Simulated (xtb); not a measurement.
Si(H)(Cl)(NH2)2 (ClH₅N₂Si), SMILES N[SiH](N)Cl. All values are semi-empirical tight-binding results from xtb (GFN2-xTB unless named), good for trends rather than for accurate numbers. Geometry optimised at GFN2-xTB. Other conformers were not sampled.

Optimised geometry:

Bonds (Å): Si1–N2 1.718, Si1–N3 1.717, Si1–Cl4 2.033, Si1–H5 1.459, N2–H6 1.007, N2–H7 1.005, N3–H8 1.007, N3–H9 1.006. Angles (°): N2–Si1–N3 104.5, N2–Si1–Cl4 104.5, N2–Si1–H5 119.2, N3–Si1–Cl4 116.1, N3–Si1–H5 106.0, Cl4–Si1–H5 106.9, Si1–N2–H6 119.3, Si1–N2–H7 118.6, H6–N2–H7 110.6, Si1–N3–H8 118.9, Si1–N3–H9 119.3, H8–N3–H9 110.2.
Charge 0, spin multiplicity 1.

```
Quantity                                          Value
----------------------------------------  -------------
orbital gap                                     6.61 eV
dipole moment                                    2.59 D
zero-point energy                         38.1 kcal/mol
G − E(el) at 298.15 K (modified RRHO)     19.2 kcal/mol
static polarisability (D4 model)             63.7 bohr³
solvation energy, GFN2-xTB/ALPB(water)    -5.8 kcal/mol
solvation energy, GFN2-xTB/ALPB(toluene)  -3.6 kcal/mol
```

Computed atomic charges and the Wiberg bond orders between heavy atoms:
charges (e) Si1 0.53, N2 -0.39, N3 -0.41, Cl4 -0.30, H5 -0.07, H6 0.16, H7 0.16, H8 0.17, H9 0.15. Bond orders Si1–N2 1.16, Si1–N3 1.12, Si1–Cl4 0.99.
